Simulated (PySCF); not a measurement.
Computed IR spectrum (relative IR intensity) of a molecule C3H6BNO. Geometry: B3LYP-D3(BJ)/def2-SVP. One conformer was computed; it need not be the lowest. Computed with B3LYP-D3(BJ)/def2-SVP run with PySCF. No scaling factor is applied to the harmonic values.

ν (cm⁻¹): 528 (vw), 859 (vw), 950 (w), 1111 (w), 1191 (w), 1266 (vs), 1332 (s), 1355 (m), 1432 (w), 1439 (vw), 2400 (s), 3137 (vw), 3139 (vw) (against the strongest line: vs over 80 %, s over 45 %, m over 15 %, w over 4 %, vw less)

### Question
Which molecule gave these data?
A. CB(C)OC#N
B. CB1C=NCO1
C. CB(C)N=C=O
D. C[C@H]1N=CB1O

### Answer
A, CB(C)OC#N
